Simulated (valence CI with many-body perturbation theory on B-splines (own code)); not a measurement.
# E1 transitions of Rh12+

Method: configuration interaction combined with many-body perturbation theory (CI+MBPT): five valence electrons over a frozen Dirac-Fock core [Ar] 3d10, radial functions for each j: 11 s, 11 p, 10 d, 8 f, 5 g, 2 h, with the one-electron correlation potential Σ1 (screened to all orders), the two-electron term Σ2, the three-electron term Σ3, Breit, model QED; selected single and double excitations, second order for the rest, scaled by the run's own slope (own B-spline code, finite nucleus).

No measured levels were compared; by estimate levels hold to about 250 cm⁻¹ or 0.2 % of their energy and the worst to 1 %, as in measured heavy ions of charge 2 to 7; those with d or f electrons hold less well. Among the levels kept, up to 2500 cm⁻¹ of a level comes from second order outside the variational space, and about a tenth of that is noise between levels of different J, which matters for small intervals.

Lines 51 to 100 of 570 in falling wavelength, among levels below 1030900 cm⁻¹, chosen from the strongest by gf and those to the six lowest levels. Wavelengths and rates use the calculated energies, so an error of 900 cm⁻¹ moves a line at 30.90 nm by 0.28 % and its rate by three times that or more. Electric multipoles are in the length gauge, E1 and E2 with the static RPA response of the core. Weak lines are less certain than strong ones. Lines between different terms over intervals too small for the method are left out, as are lines whose strength nearly cancels. Where a level lies close to another of its J and parity, the split of strength between their lines is uncertain.

Names give the largest LS component (configuration and term), which can be under half, so a name can repeat, a term be missing and a line seem to break the LS rules; names also repeat where a configuration has a term twice. Letters in brackets count levels of one name in rising energy.

```tsv
λ vac (nm)	Upper	Lower	A (s⁻¹)	log gf	Branch %
30.90	4s4p³4d ²D°_5/2 [b]	4s²4p²4d ²P_3/2 [a]	2.39e+09	-0.69	8.3
30.89	4s4p³4d ²D°_3/2 [a]	4s²4p²4d ⁴D_5/2	3.21e+09	-0.74	7.9
30.85	4s4p³4d ⁴D°_7/2 [b]	4s²4p²4d ⁴D_5/2	1.89e+09	-0.67	6.7
30.78	4s4p³4d ²F°_5/2 [b]	4s²4p²4d ²D_5/2 [a]	2.52e+09	-0.67	2.3
30.65	4s4p³4d ²D°_3/2 [d]	4s²4p²4d ²P_1/2 [b]	5.03e+09	-0.55	5.1
30.59	4s4p³4d ²G°_7/2 [b]	4s²4p²4d ²G_7/2 [a]	6.41e+09	-0.14	16.5
30.58	4s4p³4d ⁴F°_3/2 [b]	4s²4p²4d ⁴D_3/2	3.40e+09	-0.72	23.9
30.55	4s4p³4d ⁴F°_7/2 [b]	4s²4p²4d ²F_7/2 [a]	2.14e+09	-0.62	7.9
30.46	4s4p³4d ⁴D°_7/2 [d]	4s²4p²4d ⁴P_5/2	2.73e+09	-0.52	5.7
30.42	4s4p³4d ⁴F°_3/2 [b]	4s²4p²4d ⁴D_1/2	2.46e+09	-0.86	17.3
30.36	4s4p³4d ²G°_9/2 [b]	4s²4p²4d ²G_7/2 [b]	2.35e+09	-0.49	15.9
30.32	4s4p⁴ ²P_3/2	4s²4p³ ²P°_1/2	1.80e+09	-1.00	6.7
30.30	4s4p³4d ²D°_3/2 [d]	4s²4p²4d ²D_3/2 [b]	4.95e+09	-0.56	5.1
30.29	4s4p³4d ⁴D°_5/2 [e]	4s²4p²4d ⁴P_3/2	2.27e+09	-0.73	3.2
30.29	4s4p³4d ⁴F°_9/2 [b]	4s²4p²4d ⁴F_9/2	3.51e+09	-0.32	58.9
30.28	4s4p³4d ²D°_5/2 [c]	4s²4p²4d ²D_5/2 [a]	2.36e+09	-0.71	2.2
30.15	4s4p³4d ⁴D°_3/2 [d]	4s²4p²4d ⁴P_3/2	4.25e+09	-0.64	3.0
30.15	4s4p³4d ²F°_7/2 [d]	4s²4p²4d ²D_5/2 [b]	3.10e+09	-0.47	6.1
29.98	4s4p³4d ⁴D°_1/2 [c]	4s²4p²4d ²P_1/2 [a]	5.55e+09	-0.83	3.8
29.95	4s4p³4d ⁴F°_7/2 [b]	4s²4p²4d ⁴F_7/2	1.88e+09	-0.69	6.9
29.89	4s4p³4d ²D°_3/2 [c]	4s²4p²4d ²D_3/2 [a]	4.82e+09	-0.59	5.8
29.88	4s4p³4d ⁴D°_5/2 [e]	4s²4p²4d ⁴P_5/2	4.20e+09	-0.47	5.9
29.78	4s4p³4d ⁴D°_5/2 [d]	4s²4p²4d ²G_7/2 [a]	3.62e+09	-0.54	3.8
29.77	4s²4p²4f ²D°_3/2	4s²4p²4d ²D_5/2 [d]	8.50e+09	-0.35	5.1
29.76	4s4p³4d ⁴D°_1/2 [b]	4s²4p²4d ⁴F_3/2	6.83e+09	-0.74	36.4
29.70	4s4p³4d ²P°_3/2 [d]	4s²4p²4d ²P_3/2 [b]	4.02e+09	-0.67	2.4
29.69	4s4p³4d ⁴D°_7/2 [b]	4s²4p²4d ²F_7/2 [a]	2.52e+09	-0.57	8.9
29.64	4s4p³4d ⁴D°_5/2 [e]	4s²4p²4d ²G_7/2 [b]	2.93e+09	-0.64	4.1
29.63	4s4p³4d ²D°_5/2 [a]	4s²4p²4d ⁴F_5/2	2.26e+09	-0.75	7.4
29.58	4s4p³4d ²P°_1/2 [c]	4s²4p²4d ²D_3/2 [a]	5.88e+09	-0.81	7.0
29.58	4p⁵ ²P°_1/2	4s4p⁴ ²D_3/2	5.66e+09	-0.83	33.7
29.53	4s4p⁴ ²P_1/2	4s²4p³ ²P°_3/2	1.71e+10	-0.35	82.2
29.53	4s4p³4d ⁴F°_5/2 [b]	4s²4p²4d ²F_5/2	3.03e+09	-0.62	11.3
29.50	4s4p³4d ²D°_5/2 [d]	4s²4p²4d ²D_5/2 [c]	7.07e+09	-0.26	13.9
29.48	4s²4p²4f ²D°_5/2 [a]	4s²4p²4d ²P_3/2 [b]	1.76e+09	-0.86	1.4
29.47	4s4p³4d ⁴P°_3/2 [a]	4s²4p²4d ⁴F_5/2	5.77e+09	-0.52	22.5
29.44	4s4p³4d ⁴D°_5/2 [b]	4s²4p²4d ⁴F_7/2	4.04e+09	-0.50	8.0
29.39	4s4p³4d ²F°_5/2 [b]	4s²4p²4d ²D_3/2 [a]	2.56e+09	-0.70	2.4
29.38	4s²4p²4f ²D°_5/2 [a]	4s²4p²4d ²F_7/2 [b]	5.94e+09	-0.34	4.9
29.22	4s4p³4d ²D°_3/2 [b]	4s²4p²4d ⁴D_5/2	3.68e+09	-0.72	5.2
29.13	4s4p³4d ²D°_5/2 [d]	4s²4p²4d ²D_5/2 [b]	5.49e+09	-0.38	10.8
29.10	4s4p³4d ⁴D°_7/2 [d]	4s²4p²4d ²G_7/2 [a]	2.12e+09	-0.67	4.5
28.95	4s4p³4d ⁴P°_5/2 [b]	4s²4p²4d ²F_7/2 [a]	5.79e+09	-0.36	8.6
28.91	4s4p³4d ²D°_3/2 [a]	4s²4p²4d ²F_5/2	6.19e+09	-0.51	15.2
28.83	4s4p³4d ²P°_3/2 [b]	4s²4p²4d ²D_5/2 [a]	3.53e+09	-0.75	4.9
28.83	4s4p³4d ²D°_5/2 [e]	4s²4p²4d ²F_7/2 [b]	6.02e+09	-0.35	5.2
28.76	4s4p³4d ²F°_7/2 [a]	4s²4p²4d ²F_7/2 [a]	4.93e+09	-0.31	17.6
28.65	4s4p³4d ²F°_7/2 [b]	4s²4p²4d ²G_7/2 [b]	5.76e+09	-0.25	30.9
28.57	4s4p³4d ⁴D°_5/2 [e]	4s²4p²4d ²G_7/2 [a]	3.94e+09	-0.54	5.5
28.57	4s4p⁴ ²D_3/2	4s²4p³ ⁴S°_3/2	9.66e+08	-1.33	9.5
```
